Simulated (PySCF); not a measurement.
digallium oxide (Ga₂O), SMILES [Ga][O][Ga] (connectivity only; charge and spin as stated), neutral, multiplicity 1. Atoms are numbered in the order given.

```xyz
3

Ga     0.0000     0.0000     1.8006
O      0.0000     0.0000     0.0000
Ga     0.0000     0.0000    -1.8006
```
Charge 0, spin multiplicity 1.

Geometry: PBE0-D3(BJ)/def2-TZVP.

The numbers are results of PBE/def2-TZVPD (PySCF), not measurements.

```json
{
 "total_energy": "-3924.39370 hartree",
 "point_group": "D∞h",
 "highest_occupied_level": "-5.41 eV",
 "lowest_empty_level": "-1.83 eV",
 "orbital_gap": "3.58 eV",
 "dipole_moment": "0.00 D",
 "quadrupole, principal values (traceless, Buckingham form, about the centre of nuclear charge)": "-4.84, 2.42, 2.42 D·Å",
 "mean_static_polarisability": "80.1 bohr³ (11.87 Å³)",
 "polarisability_principal_values": "65.0, 65.0, 110.2 bohr³"
}
```
